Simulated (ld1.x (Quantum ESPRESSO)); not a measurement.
**What the settings do to the PAW potential of tantalum (Ta)**

Base potential:

```
Element                 : Ta
Generator               : ld1.x (Quantum ESPRESSO) 7.5
Type                    : PAW
Functional              : PBE
Relativity              : fully relativistic
Frozen core             : [Kr] 4d10
Valence charge          : 27
Reference configuration : 4f14 5s2 5p6 5d3 6s1.75 6p0 (charge +0.25)
Partial waves           : 5s (bound): rcut 1.45, rcutus 1.75 bohr; 6s (bound): rcut 1.45, rcutus 1.75 bohr; 5p (bound): rcut 1.70, rcutus 2.00 bohr; 6p (bound, empty): rcut 1.70, rcutus 2.00 bohr; 5d (bound): rcut 1.85, rcutus 2.10 bohr; 5d channel at 0.3 Ry: rcut 1.85, rcutus 2.10 bohr; 4f (bound): rcut 0.90, rcutus 1.20 bohr; 4f channel at -1.4 Ry: rcut 0.90, rcutus 1.20 bohr
Local potential         : all-electron potential smoothed inside 0.90 bohr (lloc = -1)
Core correction         : Bessel-smoothed model core inside 0.95 bohr
Augmentation charge     : BESSEL, radius 0.90 bohr
```

Open shells are filled in proportion to 2j + 1 (rel_dist='average').

All-electron outer shells of the reference configuration (PBE, scalar-relativistic, ld1.x):

```tsv
shell	level (eV)	outermost node (bohr)	outermost maximum (bohr)
4p	-402.61	0.24	0.45
4d	-223.87	0.22	0.46
5s	-74.68	0.54	0.98
5p	-41.08	0.58	1.13
4f	-26.38	–	0.44
6s	-6.92	1.32	2.74
5d	-5.21	0.65	1.58
6p	-2.61	1.59	3.75
```

Cutoffs, loose and tight: the cutoffs (Ry, on a coarse ladder) from which the occupation-weighted sum of valence levels, in a spherical-Bessel basis at the reference potential, stays within 10 and 1 mRy of its value at 400 Ry. They do not see the model core or the augmentation charge, which bear on the density cutoff. Test errors are all-electron minus pseudo excitation energies from the reference, over the configurations 4f14 5s2 5p6 5d3 6s2 6p0; 4f14 5s2 5p6 5d3 6s1 6p0; 4f14 5s2 5p6 5d3 6s0 6p0; 4f13 5s2 5p6 5d4 6s1 6p0; 4f14 5s2 5p6 5d2 6s2 6p0; 4f14 5s2 5p6 5d2 6s0 6p0; 4f14 5s2 5p6 5d3 6s1 6p1. A dash means not determined; rows that change the core or the reference have their own tests. The largest error is taken over the tests solved by every variant that gives reliable tests at all: 4f14 5s2 5p6 5d3 6s0 6p0; 4f14 5s2 5p6 5d3 6s1 6p0; 4f14 5s2 5p6 5d3 6s2 6p0.

Cutoffs are not given where the Bessel-basis levels miss the radial ones by over 6 mRy, ghosts where they miss by over 20 mRy; a channel whose overlap is not positive is not tested.

| change | outcome | bound ghosts | largest test error (meV) |
| --- | --- | --- | --- |
| base | generated | not determined | -1.4 |
| core correction Bessel-smoothed model core inside 0.64 bohr | generated | not determined | -1.6 |
| reference 4f13.5 5s2 5p6 5d3.5 6s2 6p0 | generated | not determined | -685 over the solved tests; test run stopped at test 4 of 7 (negative rho) |
| core [Xe] 4f14, valence charge 5; reference 5d3 6s0 6p0; waves now 6s (bound): rcut 1.75, rcutus 2.20 bohr; 6s channel at -1.05 Ry: rcut 1.75, rcutus 2.20 bohr; 6p (bound): rcut 2.60, rcutus 2.90 bohr; 6p channel at 2.2 Ry: rcut 2.60, rcutus 2.90 bohr; 5d (bound): rcut 2.60, rcutus 2.95 bohr; 5d channel at 0.3 Ry: rcut 2.60, rcutus 2.95 bohr; local potential all-electron potential smoothed inside 2.50 bohr (lloc = -1); core correction Bessel-smoothed model core inside 1.80 bohr; augmentation BESSEL, radius 1.25 bohr | generated | not determined | test run stopped at test 4 of 7 (negative rho), 2 before it not solved |
| functional PBEsol | generated | not determined | -1.7 |
| all radii but the core radius scaled by about 1.25 (s 2.20, p 2.50, d 2.64, f 1.50 bohr, rcut 1.82/2.14/2.32/1.12); local potential all-electron potential smoothed inside 1.12 bohr (lloc = -1); augmentation BESSEL, radius 1.12 bohr | generated | not determined | -6.2 |
| waves 5d (bound): rcut 1.84, rcutus 1.96 bohr; 5d channel at 0.3 Ry: rcut 1.84, rcutus 1.96 bohr | generated | not determined | -2.7 |
| local potential all-electron potential smoothed inside 0.86 bohr (lloc = -1) | generated | not determined | -0.7 |
